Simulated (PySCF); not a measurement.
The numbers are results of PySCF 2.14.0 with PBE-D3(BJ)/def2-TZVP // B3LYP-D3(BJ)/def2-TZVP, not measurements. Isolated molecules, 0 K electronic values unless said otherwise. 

Reference species (SMILES): `[H]/B=C/C` (neutral, multiplicity 1).

| Item | Value |
|---|---|
| HOMO | -5.20 eV |

Changed species: `B1CC1`.

**Question.** Predict the effect on the HOMO.

**Answer.** the HOMO falls by 0.94 eV, to -6.14 eV.
